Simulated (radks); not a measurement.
Spin polarisation of the 4d2 shell in the zirconium ion Zr2+. Start: [Kr] 4d(up 1, down 1); electrons of 4d are moved from spin down to spin up, other shells keep equal spins. Method: scalar-relativistic Kohn-Sham, r2SCAN, spin-polarised, spherical densities, finite nucleus; meta-GGA in the generalised Kohn-Sham scheme; Fermi nuclear charge, rms radius of each element as measured or else 0.836 A^(1/3) + 0.57 fm; computed with a radial shooting solver on a logarithmic mesh with Libxc functionals.

\begin{tabular}{lrrrrr}
moment (Bohr magnetons) & E - E(0) (eV) & e(4d up) (eV) & e(4d down) (eV) & 4p down minus up (eV) & 4s down minus up (eV) \\ \hline
0 & 0.000 & -16.929 & -16.929 & 0.000 & 0.000 \\
0.5 & -0.065 & -17.174 & -16.653 & 0.400 & 0.332 \\
1 & -0.262 & -17.394 & -16.334 & 0.802 & 0.664 \\
1.5 & -0.599 & -17.592 & -15.946 & 1.209 & 0.997 \\
2 & -1.102 & -17.781 & -15.299 & 1.628 & 1.335 \\
\end{tabular}

At moment 2 the spin-polarisation energy is -1.102 eV and the 4d exchange splitting 2.482 eV, that is 1.241 eV per Bohr magneton; E = -I m^2/4 would give I = 1.102 eV.
